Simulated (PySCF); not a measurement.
S (sulfur, neutral): r2SCAN calculation

Configuration: [Ne] 3s2 3p4, high-spin 3P determinant. Computed with PySCF 2.14 in dyall-acv3z, with the non-relativistic Hamiltonian (point nucleus).

| Property | Result |
| --- | --- |
| Total energy | -398.0968 hartree |
| One-electron energy | -549.5160 hartree |
| Hartree (Coulomb) energy | 177.0261 hartree |
| Exchange-correlation energy | -25.6069 hartree |
| Kinetic energy | 397.59859 hartree |
| ⟨S²⟩ | 2.0081 |
| ⟨L²⟩ | 2.031 |
| Sum of ⟨r⟩ | 15.44 bohr |
| Sum of ⟨r²⟩ | 29.02 bohr² |
| Traceless quadrupole moment −½Σ⟨3z² − r²⟩ along its main axis | -2.09 e·bohr² |
| Density at the nucleus (Gaussians lack the cusp) | 2660 bohr⁻³ |
| Spin density at the nucleus | 0.0885 bohr⁻³ |
| Langevin diamagnetic susceptibility | -23.0 ×10⁻⁶ cm³/mol |

```csv
shell,electrons,mean orbital energy (eV),spread (eV),"rms radius, mean of both spins (bohr)"
1s α,1,-2410.8,0,0.113
1s β,1,-2410.4,0,0.113
2s α,1,-215.08,0,0.522
2s β,1,-214.88,0,0.522
2p α,3,-159.19,0.508,0.494
2p β,3,-158.77,0.145,0.494
3s α,1,-18.917,0,1.85
3s β,1,-15.900,0,1.85
3p α,3,-8.142,1.535,2.24
3p β,1,-6.404,0,2.24
```
